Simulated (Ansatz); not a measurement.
Correlation energies of C₂H₈ClNSi, SMILES `CN[SiH2]CCl` by basis set

| atom | x (Å) | y (Å) | z (Å) |
| --- | --- | --- | --- |
| C1 | 1.624 | 0.069 | -1.011 |
| N2 | 1.111 | -0.407 | 0.255 |
| Si3 | -0.243 | 0.281 | 1.038 |
| C4 | -1.884 | 0.066 | 0.126 |
| Cl5 | -2.200 | -1.676 | -0.127 |
| H6 | 2.695 | -0.130 | -1.100 |
| H7 | 1.494 | 1.153 | -1.073 |
| H8 | 1.123 | -0.374 | -1.882 |
| H9 | 1.291 | -1.385 | 0.420 |
| H10 | -0.380 | -0.360 | 2.369 |
| H11 | -0.032 | 1.752 | 1.150 |
| H12 | -1.876 | 0.538 | -0.857 |
| H13 | -2.724 | 0.473 | 0.692 |

Charge 0, multiplicity 1. Geometry: relaxed with PBE0-D4/def2-TZVP. It is one conformer, not always the lowest. Frozen core, restricted reference, Ansatz. CBS rows extrapolate triple and quadruple zeta; past MP2 they add the triple-zeta difference.

```json
{"basis": "def2-TZVPP", "HF (Eh)": "-883.37517", "MP2 corr.": "-0.87743"}
{"basis": "def2-QZVPP", "HF (Eh)": "-883.40386", "MP2 corr.": "-0.94400"}
```

Estimate the CCSD correlation energy and the (T) correction in each basis where they were run (hartree).


```csv
basis,CCSD corr.,(T)
def2-TZVPP,-0.93871,-0.03710
CBS(def2),-1.05459,as TZ
```
